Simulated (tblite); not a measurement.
C6H7O2S (doublet state).
Atom-mapped SMILES: `[CH3:1][C:2](=[O:3])/[CH:4]=[C:5]\[O:6][C:7]([CH3:8])=[S:9]` (hydrogens: H10, H11, H12 on C1; H13 on C4; H14, H15, H16 on C8)
Bond orders are those of one Lewis drawing.

Computed with GFN2-xTB (tblite), gas phase: L-BFGS steps from a force-field or distance-geometry start until the largest atomic force falls under 0.01 eV/Å.

Step 29: E = -752.8453 eV
```
atom  x, y, z in Å  |  force x, y, z in eV/Å
C1     -2.1272    0.3618    0.5107    0.010  -0.021  -0.076
C2     -2.1427   -0.1285   -0.9097    0.097  -0.024  -0.017
O3     -3.1064   -0.0656   -1.6264    0.067  -0.008  -0.015
C4     -0.8614   -0.7239   -1.4354   -0.019   0.024  -0.008
C5      0.2360   -0.9828   -0.7800   -0.041   0.043   0.023
O6      0.7736   -1.0929    0.3784   -0.054   0.031  -0.072
C7      1.8304   -0.4804    0.9152   -0.090  -0.039   0.036
C8      2.4452    0.7048    0.2453   -0.022  -0.020   0.030
S9      2.3781   -1.0841    2.3450    0.036   0.002   0.041
H10    -3.1420    0.6406    0.7892    0.079  -0.001   0.066
H11    -1.4816    1.2383    0.5761   -0.012  -0.065   0.047
H12    -1.7497   -0.4064    1.1840   -0.005   0.062  -0.048
H13    -0.9200   -0.9766   -2.4872   -0.030   0.012   0.046
H14     2.4654    1.5410    0.9410    0.022   0.048   0.012
H15     1.9162    1.0038   -0.6584   -0.054  -0.108  -0.010
H16     3.4784    0.4597    0.0008    0.015   0.066  -0.055
```

Step 30: E = -752.8481 eV
```
atom  x, y, z in Å  |  force x, y, z in eV/Å
C1     -2.1228    0.3622    0.5128    0.002  -0.011  -0.051
C2     -2.1347   -0.1258   -0.9090    0.092  -0.008   0.021
O3     -3.0973   -0.0634   -1.6266    0.020   0.001  -0.032
C4     -0.8546   -0.7181   -1.4366    0.021   0.006   0.014
C5      0.2390   -0.9882   -0.7795   -0.025   0.035   0.017
O6      0.7817   -1.1082    0.3749   -0.052   0.067  -0.058
C7      1.8281   -0.4801    0.9181   -0.116  -0.098   0.044
C8      2.4358    0.7042    0.2435   -0.029  -0.054   0.022
S9      2.3731   -1.0761    2.3512    0.045  -0.004   0.066
H10    -3.1378    0.6422    0.7906    0.075  -0.007   0.046
H11    -1.4788    1.2404    0.5832   -0.008  -0.097   0.042
H12    -1.7520   -0.4078    1.1889    0.012   0.079  -0.074
H13    -0.9124   -0.9641   -2.4897   -0.030   0.010   0.034
H14     2.4571    1.5446    0.9329    0.005   0.063   0.014
H15     1.9006    0.9856   -0.6601   -0.073  -0.039  -0.050
H16     3.4673    0.4616   -0.0061    0.059   0.057  -0.055
```

Problem. Estimate the geometry and energy of step 31. (The exact step hangs on the optimiser's Hessian estimate; all steps are aligned on step 30, rigid shifts and turns removed.)

Solution. E = -752.8509 eV, largest force 0.128 eV/Å
```
atom  x, y, z in Å  |  force x, y, z in eV/Å
C1     -2.1179    0.3623    0.5141   -0.004   0.003  -0.012
C2     -2.1250   -0.1235   -0.9082    0.045   0.017   0.038
O3     -3.0866   -0.0612   -1.6269   -0.021   0.010  -0.047
C4     -0.8473   -0.7125   -1.4378    0.037  -0.004   0.021
C5      0.2420   -0.9921   -0.7791    0.013   0.018  -0.002
O6      0.7881   -1.1210    0.3710   -0.051   0.070  -0.002
C7      1.8234   -0.4810    0.9224   -0.086  -0.091   0.027
C8      2.4255    0.7031    0.2422   -0.028  -0.068   0.005
S9      2.3677   -1.0702    2.3575    0.050  -0.015   0.095
H10    -3.1321    0.6434    0.7923    0.046  -0.007   0.021
H11    -1.4759    1.2408    0.5917    0.016  -0.095   0.028
H12    -1.7537   -0.4074    1.1933    0.039   0.057  -0.078
H13    -0.9048   -0.9523   -2.4914   -0.029   0.003   0.002
H14     2.4492    1.5500    0.9241   -0.020   0.042  -0.004
H15     1.8835    0.9663   -0.6625   -0.074   0.019  -0.052
H16     3.4562    0.4643   -0.0141    0.065   0.043  -0.041
```

The energy changes by -0.0027 eV. The first-order estimate −F·Δx gives -0.0039 eV and the mean of the old and new forces, exact on a quadratic surface, -0.0027 eV. The step makes an angle of 76° with the force vector and moves no atom by more than 0.026 Å.

What follows is the cost of the whole relaxation. Hardware: Intel Xeon at 2.70 GHz, one thread, shared host with 64 logical CPUs at a one-minute load of 51. Cost: 1.5 s.
